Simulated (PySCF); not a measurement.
**IF4, doublet: computed properties**

Method: PySCF, UPBE0, basis I def2-SVP with ECP28, F def2-SVP (scalar-relativistic core potentials, no spin–orbit coupling, density fitting).

The structure is a minimum.

```
Point group                                                                   : C4v
Bond lengths                                                                  : I–F 1.953 Å (×4)
Bond angles                                                                   : F–I–F 88.9° (×4), F–I–F 163.7° (×2)
Heat capacity Cp at 298.15 K                                                  : 89.2 J/(mol K)
Entropy at 298.15 K and 1 bar (electronic part: spin only)                    : 339.0 J/(mol K)
Principal quadrupole moments (Buckingham, traceless) about the centre of mass : -5.13, -5.13, 10.26 D Å
Spin squared ⟨S²⟩                                                             : 0.754
Zero-point energy                                                             : 20.0 kJ/mol
Atomisation energy without zero-point energy                                  : 878 kJ/mol
Enthalpy at 298.15 K above 0 K                                                : 19.27 kJ/mol
Rotational symmetry number                                                    : 4
Rotational constants                                                          : 0.1157, 0.1157, 0.05936 cm⁻¹
Highest occupied level (α)                                                    : -9.03 eV
Principal polarisabilities                                                    : 18.0, 40.7, 40.7 bohr³
Dipole moment                                                                 : 1.32 D
Lowest empty level (β)                                                        : -5.83 eV
```

Harmonic modes (masses in u: I 126.904, F 18.998):
```tsv
symmetry	ω (cm⁻¹)	IR (km/mol, summed over degenerate members)	μ (u)	type
b1	116	0.0	19.00	bend
e	172	11.6	21.03	bend
b2	229	0.0	19.00	bend
a1	244	34.8	27.34	bend
b1	574	0.0	19.00	stretch
a1	605	4.8	19.25	stretch
e	617	363	24.17	stretch
```

In C4v the vibrations span 2b1 + 2e + b2 + 2a1. The b1, b2 modes carry no infrared intensity, as symmetry demands.

Charges (e):
```csv
atom,Mulliken,Löwdin,polar tensor,spin (Mulliken),Mayer order to I1
I1,1.62,1.46,2.29,0.53,–
"F2,3,4,5",-0.41,-0.36,-0.57,0.12,0.81
```

Mulliken populations on I1 (electrons outside its core potential): s 3.96, p 8.90, d 10.52.

Outer orbital energies (eV). α occupied: -12.51, -12.51, -12.19, -12.08, -12.08, -11.57, -10.45, -9.03; empty: -2.07, -2.07, 5.08, 8.50. β occupied: -12.57, -12.09, -12.09, -11.80, -11.80, -11.58, -11.46, -10.21; empty: -5.83, -1.73, -1.73, 5.49.

Only a few start shapes were tried, so a lower isomer may exist. With an element this heavy the missing spin–orbit coupling can shift these numbers.

The final relaxation and frequency run took about 90 core-seconds on a shared host.
